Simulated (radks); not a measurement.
Results of a calculation; reference values are marked as such.
Re28+, configuration [Kr] 4d10 4f1.

Code: a radial shooting solver on a logarithmic mesh with Libxc functionals. Model: Dirac Kohn-Sham, LB94 model potential, spin-unpolarised, spherical densities, finite nucleus; open shells fill j = l - 1/2 first; Fermi nuclear charge, rms radius 5.3698 fm.

Energy parts (Ry):
kinetic: 37124.9005
electron-nucleus: -78396.6482
Hartree: 9166.3869
(The LB94 potential has no energy functional, so no total or exchange-correlation energy is given.)

Orbitals (lengths in bohr, moments of r in powers of bohr; <r^-3> diverges for s and p1/2):
orbital  occ.  eigenvalue (Ry)      <r>  <r^-3>
1s1/2       2        -5347.207  0.01802       -
2s1/2       2        -987.5737  0.07549       -
2p1/2       2        -948.8962  0.06234       -
2p3/2       4        -842.3183  0.07043   17200
3s1/2       2        -285.2682   0.1960       -
3p1/2       2        -267.8605   0.1860       -
3p3/2       4        -244.5946   0.2006    3940
3d3/2       4        -215.1454   0.1754   681.2
3d5/2       6        -210.0975   0.1799   576.7
4s1/2       2        -110.9479   0.4182       -
4p1/2       2        -103.5817   0.4178       -
4p3/2       4        -97.24699   0.4439    1085
4d3/2       4        -85.07115   0.4401   178.9
4d5/2       6        -83.77519   0.4478   149.6
4f5/2       1        -68.89618   0.4255   36.30
4f7/2       0        -68.56196   0.4287   34.97

The highest occupied level is 4f5/2 at -937.38 eV. The electron density at the nucleus is 1.547e+06 e/bohr^3. Summed over all electrons, <r^2> = 4.928 bohr^2, which gives a Langevin (diamagnetic) susceptibility term of -3.9 x 10^-6 cm^3/mol. The density falls to 0.001 e/bohr^3 at r = 1.24 bohr. For comparison, the ionisation energy in NIST's Atomic Spectra Database is 953 eV (theoretical). In exact Kohn-Sham theory the highest level is minus the ionisation energy, but local and semilocal functionals leave it too shallow, through self-interaction and a potential that decays too fast; potentials with the right tail come closer.

Beside tabulated values, note that spin-unpolarised runs miss the spin-polarisation part of the exchange energy of open shells.
